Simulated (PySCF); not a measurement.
H₃InO, singlet, geometry from GFN2-xTB (such geometries of metal compounds can be far from the true shape) (core potentials on In).

Input for PySCF:
```python
from pyscf import gto, scf, dft, solvent

mol = gto.Mole()
mol.atom = '''
    In    0.02369400   -0.13580886   -0.23499443
    H    -1.35988083   -0.13605469   -1.19584615
    H     1.50440952   -0.89282303   -0.60873177
    O    -0.21999777    0.84169792    1.40564028
    H     0.45444745    0.94992846    2.07418256
'''
mol.basis = 'def2-svp'
mol.ecp = {'In': 'def2-svp'}
mol.verbose = 4
mol.build()

mf = dft.RKS(mol)
mf.xc = 'pbe0'
mf.kernel()
```

Q: What is the computed number of basis functions (PBE0/def2-SVP run with PySCF)?

A: 55

Q: What is the computed Mulliken (on the basis functions themselves) charges in atom order (PBE0/def2-SVP)?

A: In1 0.55, H2 -0.10, H3 -0.11, O4 -0.52, H5 0.18

Q: Predict the dipole moment from PBE0/def2-SVP.

A: 1.43 D
